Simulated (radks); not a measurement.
Task: The table gives one normalised radial function P(r) = r R(r) of W0.7+ in [Xe] 4f14 5d4 6s1.3 (r in bohr). Calculated with a radial shooting solver on a logarithmic mesh with Libxc functionals: scalar-relativistic Kohn-Sham, PBE, spin-unpolarised, spherical densities, finite nucleus; Fermi nuclear charge, rms radius 5.3658 fm.

| r | P |
|---|---|
| 0.000792 | 0.0000 |
| 0.001073 | 0.0000 |
| 0.001455 | 0.0000 |
| 0.001972 | 0.0000 |
| 0.002672 | 0.0001 |
| 0.003621 | 0.0001 |
| 0.004908 | 0.0003 |
| 0.006651 | 0.0008 |
| 0.009014 | 0.0017 |
| 0.01222 | 0.0038 |
| 0.01656 | 0.0082 |
| 0.02244 | 0.0173 |
| 0.03041 | 0.0346 |
| 0.04122 | 0.0651 |
| 0.05586 | 0.1121 |
| 0.0757 | 0.1705 |
| 0.1026 | 0.2158 |
| 0.139 | 0.1997 |
| 0.1884 | 0.0750 |
| 0.2554 | -0.1403 |
| 0.3461 | -0.3155 |
| 0.4691 | -0.2798 |
| 0.6358 | 0.0067 |
| 0.8616 | 0.3972 |
| 1.168 | 0.6851 |
| 1.583 | 0.7537 |
| 2.145 | 0.6321 |
| 2.907 | 0.4242 |
| 3.94 | 0.2217 |
| 5.339 | 0.0849 |
| 7.236 | 0.0213 |
| 9.807 | 0.0030 |

Which n and l does it have? It may be an empty orbital.

Result: n = 5, l = 2: the number of nodes gives n - l - 1 = 2, the rise at small r (about r^(l+1), flatter next to the nucleus through relativity) gives l, and the extent must fit the shell. The curve is that of 5d. 5d: eigenvalue -9.450 eV, 2 radial nodes at r = 0.211, 0.632 bohr, <r> = 2.00 bohr, 90 % of the charge inside 3.18 bohr.
